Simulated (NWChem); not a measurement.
C$_{3}$H$_{9}$In; SMILES [CH3][In]([CH3])[CH3]

Program: NWChem. def2 effective core potentials on In; no spin-orbit coupling. Each level has its own optimisation.

```json
[
 {"level": "PBE/def2-SVP (core potentials)", "r C–In (Å)": "2.196"},
 {"level": "LDA (Slater exchange, VWN5)/def2-SVP (core potentials)", "r C–In (Å)": "2.151"},
 {"level": "Hartree-Fock/STO-3G (all-electron, non-relativistic)", "r C–In (Å)": "[?]"},
 {"level": "PBE0/def2-SVP (core potentials)", "r C–In (Å)": "2.176"}
]
```

Problem. Fill in the missing entries.

Solution. 
- Hartree-Fock/STO-3G (all-electron, non-relativistic), r C–In (Å): 2.092
